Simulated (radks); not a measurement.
Task: These are the eigenvalues of the occupied orbitals of an atom or ion with whole-number occupations (eV). Method: scalar-relativistic Kohn-Sham, r2SCAN, spin-polarised, spherical densities, finite nucleus; meta-GGA in the generalised Kohn-Sham scheme; Fermi nuclear charge, rms radius of each element as measured or else 0.836 A^(1/3) + 0.57 fm; computed with a radial shooting solver on a logarithmic mesh with Libxc functionals.

orbital  eigenvalue
1s down   -59402.37
1s up     -59402.36
2s up     -10080.98
2s down   -10080.83
2p up     -8902.885
2p down   -8902.767
3s up     -2307.893
3s down   -2306.679
3p up     -1949.375
3p down   -1948.148
3d up     -1506.189
3d down   -1505.185
4s up     -494.5859
4s down   -491.9974
4p up     -376.1612
4p down   -373.6158
4d up     -218.0739
4d down   -215.5207
5p up      -63.6042
5p down    -61.2063
4f up      -44.8680
4f down    -42.2907
5d up      -29.2644

Which element is it, and in what charge state? The configuration may be excited. Open shells, if any, are filled with parallel spins first.

Result: Z = 69, thulium, charge +3: Tm3+ in [Kr] 4d10 4f12 5p6 5d2. The list shows which subshells hold electrons but not how many an open one holds; the 1s level, -2183 hartree, gives Z - s = 66.1 by -(Z - s)^2/2, which with screening and relativity narrows Z to a few neighbours, and the depths of the outer levels then fix element, charge and occupations together.
